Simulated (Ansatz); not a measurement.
The same path of Cl4HOTa + ClH (9 atoms, charge 0, multiplicity 1) was run twice with different band settings. Lost on the way: Cl8–H9. Made: Ta1–Cl8, O2–H9.

Computed with RHF/def2-SVP in Ansatz.

Relaxed end points:

```xyz
9
Properties=species:S:1:pos:R:3
Ta -0.401 -0.362 0.386
O 1.127 0.059 1.296
H 1.943 0.550 1.322
Cl -1.195 -1.746 2.109
Cl 0.312 1.027 -1.428
Cl -2.238 1.027 0.649
Cl -0.342 -2.175 -1.058
Cl 3.569 2.142 0.404
H 2.820 2.230 -0.627
```

```xyz
9
Properties=species:S:1:pos:R:3
Ta -0.132 0.484 0.318
O 2.106 -0.018 0.317
H 2.456 -0.878 0.113
Cl -0.121 -0.428 2.497
Cl 0.242 1.305 -1.858
Cl -2.358 0.978 0.332
Cl -0.156 -1.710 -0.552
Cl 0.783 2.475 1.191
H 2.773 0.544 0.694
```

Common settings: spring 5.0 eV/Å²; optimiser quadratic models (default); start path through a guess of the saddle point; force threshold 0.05 eV/Å; iteration limit 60; end points relaxed.

| run | movable images | climbing image |
| --- | --- | --- |
| 1 | 5 | yes |
| 2 | 4 | no |

Problem. What does each run give, and how far can it be trusted?

Solution. Run 1: converged after 22 iterations, highest image 0.980 eV above the first end. Neighbouring images differ by up to 1.4 eV, so the band resolves the path poorly. A vibrational analysis at the climbing image gives one clearly imaginary mode, 1378i cm⁻¹: a first-order saddle point.
Run 2: converged after 28 iterations, highest image 0.233 eV above the first end. No image climbed, so the highest image needn't sit at the top of the path. A band with more images between the same ends climbed to 0.98 eV, so this one has probably stepped over the top.
The orbitals stay closed-shell, which can raise the energy where a bond breaks towards radicals; this wasn't checked here.
